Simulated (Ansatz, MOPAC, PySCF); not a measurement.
Bonds broken one at a time in the series acetyl-X. Gas-phase values, no solvent. One relaxed conformer stands for each flexible species; it need not be the lowest. Strings in code marks are SMILES.

Quantity: electronic energy of isomers of C3H5O, doublet states, relative to `CC[C]=O` (C–C–C–O torsion 1°), in eV. HF references are unrestricted for open shells and restricted for singlets. Semi-empirical values (MOPAC) are differences of heats of formation.

Level 1: frozen-core CCSD(T)/cc-pVTZ // PBE-D3(BJ)/def2-TZVP (Ansatz, an electronic-structure program)
Level 2: B3LYP/6-31G* // PBE-D3(BJ)/def2-TZVP (PySCF)
Level 3: PBE/6-31G* // PBE-D3(BJ)/def2-TZVP (PySCF)
Level 4: PM6 // PBE-D3(BJ)/def2-TZVP (MOPAC)

```json
[
 {"species": "`[CH2]C(C)=O`", "level 1": "0.090", "level 2": "-0.005", "level 3": "0.028", "level 4": "0.203"}
]
```
